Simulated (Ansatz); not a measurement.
Mulliken charges of BrClF₂Ge (`[F][Ge]([F])([Cl])[Br]`) from r2SCAN/def2-TZVPP in Ansatz (PBE0-D4/def2-TZVP geometry).

```
atom   x (Å)   y (Å)   z (Å)  charge (e)
  F1   1.229  -1.154   0.506      -0.323
 Ge2   0.009  -0.053   0.045       1.060
  F3  -0.903   0.249   1.457      -0.323
 Cl4  -1.232  -0.976  -1.377      -0.221
 Br5   0.947   1.860  -0.672      -0.193
```

Question: By hand: the dipole of these point charges (1 e Å = 4.8032 D).

Answer: Σ q r = (-0.006, 0.093, -0.152) e Å, of length 0.178 e Å = 0.85 D.

Question: How does the dipole of the full density compare? (An estimate is asked.)

Answer: Computed: (0.000, 0.161, -0.238) e Å, 1.38 D; the point charges give 0.62 times that, at 3° from its direction.

Point charges leave out the atoms' own dipoles, such as those of lone pairs, and Mulliken's split depends on the basis, so the two needn't agree.
